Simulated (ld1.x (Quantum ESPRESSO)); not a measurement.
**Before and after: TM potential for Ru (Z = 44)**

- Element: Ru (Z = 44)
- Generator: ld1.x (Quantum ESPRESSO) 7.5
- Type: norm-conserving Troullier–Martins (Kleinman–Bylander form)
- Functional: PBE
- Relativity: scalar-relativistic
- Frozen core: [Kr]
- Valence charge: 8
- Reference configuration: 4d6 5s0 5p0 (charge +2)
- Partial waves: 5s (bound, empty): rc 2.65 bohr; 4d (bound): rc 1.30 bohr; 5p (bound, empty): rc 2.15 bohr
- Local potential: the p channel
- Core correction: Bessel-smoothed model core, default radius (core density twice the valence density)

Change: reference 4d7.5 5s0.5 5p0.

Cutoffs: the cutoffs (Ry, on a coarse ladder) from which the occupation-weighted sum of valence levels, in a spherical-Bessel basis at the reference potential, stays within 10 and 1 mRy of its value at 400 Ry; they do not see the model core or the augmentation charge, which bear on the density cutoff. Errors are all-electron minus pseudo energies relative to the spin-unpolarised reference configuration.

What does the change do?

The potential gets neither clearly harder nor softer (60 Ry and 70 Ry → 60 Ry and 70 Ry); both files keep a bound ghost (s); the range in which the d phases agree widens (upper end -0.5 → 0.8).

| quantity | base | changed |
| --- | --- | --- |
| cutoff, loose | 60 Ry | 60 Ry |
| cutoff, tight | 70 Ry | 70 Ry |
| bound ghosts | s | s |
| largest error over its own tests, meV | -1209 | -288 |
| s: phases at 2.88 bohr within 0.05 rad from the reference energy up to (Ry; the scan ends near 5) | 2.3 | 3.2 |
| p: phases at 2.88 bohr within 0.05 rad from the reference energy up to (Ry; the scan ends near 5) | -0.3 | 0.3 |
| d: phases at 2.88 bohr within 0.05 rad from the reference energy up to (Ry; the scan ends near 5) | -0.5 | 0.8 |

 A true bound ghost makes a file unfit for plane-wave use even where its test errors are small: the radial tests pick states by their node count and pass the ghost by.
